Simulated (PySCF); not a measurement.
C₂H₆Zn, charge -1, doublet (typed; the unrestricted solution is spin-contaminated), at a GFN2-xTB geometry (such geometries of metal compounds can be far from the true shape) (a state made from the parent by changing its charge; the spin is typed, not shown lowest); DF-HF/STO-3G in PySCF.

Here is a job for PySCF.
```python
from pyscf import gto, scf

mol = gto.M(
    atom='''
Zn    0.177598   -0.490941    0.132296
C     1.321480    0.970220   -1.473530
H     2.312717    0.651652   -1.828288
H     1.457646    1.966988   -1.033612
H     0.704538    1.110572   -2.371749
C    -1.856003    0.510465    1.073903
H    -2.769856   -0.088813    0.949038
H    -2.040182    1.464873    0.566003
H    -1.785679    0.738859    2.147487
''',
    basis='sto-3g',
    charge=-1,
    spin=1,
    verbose=4,
)

mf = scf.UHF(mol)
mf = mf.density_fit(auxbasis='def2-universal-jkfit')
mf.kernel()
```

What the program printed (banner, timings and long lists left out):

```
PySCF version 2.14.0

[INPUT] verbose = 4
[INPUT] num. atoms = 9
[INPUT] num. electrons = 49
[INPUT] charge = -1
[INPUT] spin (= nelec alpha-beta = 2S) = 1
[INPUT] symmetry False subgroup None
[INPUT] Mole.unit = angstrom
[INPUT] Symbol           X                Y                Z      unit          X                Y                Z       unit  Magmom
[INPUT]  1 Zn     0.177598000000  -0.490941000000   0.132296000000 AA    0.335611580271  -0.927744033320   0.250003207375 Bohr   0.0
[INPUT]  2 C      1.321480000000   0.970220000000  -1.473530000000 AA    2.497235279090   1.833450080576  -2.784568136330 Bohr   0.0
[INPUT]  3 H      2.312717000000   0.651652000000  -1.828288000000 AA    4.370401733626   1.231443808525  -3.454963596829 Bohr   0.0
[INPUT]  4 H      1.457646000000   1.966988000000  -1.033612000000 AA    2.754551726568   3.717068610306  -1.953243599064 Bohr   0.0
[INPUT]  5 H      0.704538000000   1.110572000000  -2.371749000000 AA    1.331383864349   2.098676921610  -4.481956046211 Bohr   0.0
[INPUT]  6 C     -1.856003000000   0.510465000000   1.073903000000 AA   -3.507337356371   0.964639046176   2.029382554349 Bohr   0.0
[INPUT]  7 H     -2.769856000000  -0.088813000000   0.949038000000 AA   -5.234269244483  -0.167832246301   1.793421901805 Bohr   0.0
[INPUT]  8 H     -2.040182000000   1.464873000000   0.566003000000 AA   -3.855385224267   2.768208777270   1.069590655682 Bohr   0.0
[INPUT]  9 H     -1.785679000000   0.738859000000   2.147487000000 AA   -3.374444256387   1.396241154670   4.058162286064 Bohr   0.0

nuclear repulsion = 137.888049013885
number of shells = 20
number of NR pGTOs = 102
number of NR cGTOs = 34
basis = sto-3g
ecp = {}

******** <class 'pyscf.df.df_jk.DFUHF'> ********
method = DFUHF
initial guess = minao
damping factor = 0
level_shift factor = 0
DIIS = <class 'pyscf.scf.diis.CDIIS'>
diis_start_cycle = 1
diis_space = 8
diis_damp = 0
SCF conv_tol = 1e-09
SCF conv_tol_grad = None
SCF max_cycles = 50
direct_scf = False
number electrons alpha = 25  beta = 24
Set gradient conv threshold to 3.16228e-05
******** <class 'pyscf.df.df.DF'> ********
auxbasis = def2-universal-jkfit
init E= -1832.81535243899

cycle= 1 E= -1834.45952087177  delta_E= -1.64  |g|= 0.462  |ddm|= 2.25
cycle= 2 E= -1809.2333247651  delta_E= 25.2  |g|= 5.15  |ddm|= 6.51
cycle= 3 E= -1828.59422107975  delta_E= -19.4  |g|= 2.57  |ddm|= 4.67
cycle= 4 E= -1831.82222105645  delta_E= -3.23  |g|= 2.12  |ddm|= 1.43
cycle= 5 E= -1833.21877064268  delta_E= -1.4  |g|= 1.68  |ddm|= 0.851
cycle= 6 E= -1834.64759240255  delta_E= -1.43  |g|= 0.773  |ddm|= 1.32
cycle= 7 E= -1834.90371414403  delta_E= -0.256  |g|= 0.436  |ddm|= 0.565
cycle= 8 E= -1835.44917555486  delta_E= -0.545  |g|= 0.182  |ddm|= 1.69
cycle= 9 E= -1835.49051380532  delta_E= -0.0413  |g|= 0.146  |ddm|= 0.225
cycle= 10 E= -1835.5319875812  delta_E= -0.0415  |g|= 0.103  |ddm|= 0.346
cycle= 11 E= -1835.54543976781  delta_E= -0.0135  |g|= 0.0666  |ddm|= 0.173
cycle= 12 E= -1835.55136148795  delta_E= -0.00592  |g|= 0.0307  |ddm|= 0.138
cycle= 13 E= -1835.55306081793  delta_E= -0.0017  |g|= 0.0196  |ddm|= 0.0675
cycle= 14 E= -1835.55496092971  delta_E= -0.0019  |g|= 0.0136  |ddm|= 0.0871
cycle= 15 E= -1835.55633241  delta_E= -0.00137  |g|= 0.00596  |ddm|= 0.111
cycle= 16 E= -1835.55658681837  delta_E= -0.000254  |g|= 0.00212  |ddm|= 0.0589
cycle= 17 E= -1835.55660423116  delta_E= -1.74e-05  |g|= 0.00116  |ddm|= 0.0121
cycle= 18 E= -1835.55660790153  delta_E= -3.67e-06  |g|= 0.00081  |ddm|= 0.00425
cycle= 19 E= -1835.55661006531  delta_E= -2.16e-06  |g|= 0.000613  |ddm|= 0.00311
cycle= 20 E= -1835.55661214975  delta_E= -2.08e-06  |g|= 0.000431  |ddm|= 0.00354
cycle= 21 E= -1835.55661371193  delta_E= -1.56e-06  |g|= 0.000233  |ddm|= 0.00426
cycle= 22 E= -1835.55661421063  delta_E= -4.99e-07  |g|= 9.73e-05  |ddm|= 0.00301
cycle= 23 E= -1835.55661427844  delta_E= -6.78e-08  |g|= 5.99e-05  |ddm|= 0.00103
cycle= 24 E= -1835.55661429324  delta_E= -1.48e-08  |g|= 5.42e-05  |ddm|= 0.000317
cycle= 25 E= -1835.55661430877  delta_E= -1.55e-08  |g|= 5.12e-05  |ddm|= 0.000313
cycle= 26 E= -1835.55661433571  delta_E= -2.69e-08  |g|= 4.69e-05  |ddm|= 0.000588
cycle= 27 E= -1835.55661436576  delta_E= -3e-08  |g|= 4.29e-05  |ddm|= 0.000751
cycle= 28 E= -1835.55661437831  delta_E= -1.26e-08  |g|= 4.19e-05  |ddm|= 0.000321
cycle= 29 E= -1835.55661438648  delta_E= -8.17e-09  |g|= 4.16e-05  |ddm|= 0.000165
cycle= 30 E= -1835.55661439277  delta_E= -6.29e-09  |g|= 4.15e-05  |ddm|= 0.000109
cycle= 31 E= -1835.55661440058  delta_E= -7.81e-09  |g|= 4.15e-05  |ddm|= 0.000134
cycle= 32 E= -1835.5566144055  delta_E= -4.93e-09  |g|= 4.15e-05  |ddm|= 8.43e-05
cycle= 33 E= -1835.5566144104  delta_E= -4.9e-09  |g|= 4.15e-05  |ddm|= 8.37e-05
cycle= 34 E= -1835.55661440806  delta_E= 2.34e-09  |g|= 4.15e-05  |ddm|= 4e-05
cycle= 35 E= -1835.5566144087  delta_E= -6.41e-10  |g|= 4.15e-05  |ddm|= 1.18e-05
cycle= 36 E= -1835.55661440414  delta_E= 4.56e-09  |g|= 4.15e-05  |ddm|= 8.19e-05
cycle= 37 E= -1835.55661438672  delta_E= 1.74e-08  |g|= 4.14e-05  |ddm|= 0.000298
cycle= 38 E= -1835.55661432631  delta_E= 6.04e-08  |g|= 4.13e-05  |ddm|= 0.00103
cycle= 39 E= -1835.55661414337  delta_E= 1.83e-07  |g|= 4.1e-05  |ddm|= 0.00316
cycle= 40 E= -1835.55661396647  delta_E= 1.77e-07  |g|= 4.06e-05  |ddm|= 0.0031
cycle= 41 E= -1835.55661356454  delta_E= 4.02e-07  |g|= 3.97e-05  |ddm|= 0.0072
cycle= 42 E= -1835.55661273561  delta_E= 8.29e-07  |g|= 3.92e-05  |ddm|= 0.0156
cycle= 43 E= -1835.55661263808  delta_E= 9.75e-08  |g|= 4.12e-05  |ddm|= 0.00189
cycle= 44 E= -1835.55661122146  delta_E= 1.42e-06  |g|= 5.73e-05  |ddm|= 0.0299
cycle= 45 E= -1835.55661123434  delta_E= -1.29e-08  |g|= 5.41e-05  |ddm|= 0.000238
cycle= 46 E= -1835.55661151114  delta_E= -2.77e-07  |g|= 3.97e-05  |ddm|= 0.00604
cycle= 47 E= -1835.55661155758  delta_E= -4.64e-08  |g|= 3.65e-05  |ddm|= 0.00099
cycle= 48 E= -1835.5566113878  delta_E= 1.7e-07  |g|= 3.44e-05  |ddm|= 0.00389
cycle= 49 E= -1835.5566096536  delta_E= 1.73e-06  |g|= 5.09e-05  |ddm|= 0.0453
cycle= 50 E= -1835.55660969672  delta_E= -4.31e-08  |g|= 3.87e-05  |ddm|= 0.00104
SCF not converged.
SCF energy = -1835.55660969672 after 50 cycles  <S^2> = 1.776852  2S+1 = 2.847351
```

Convergence was not reached.
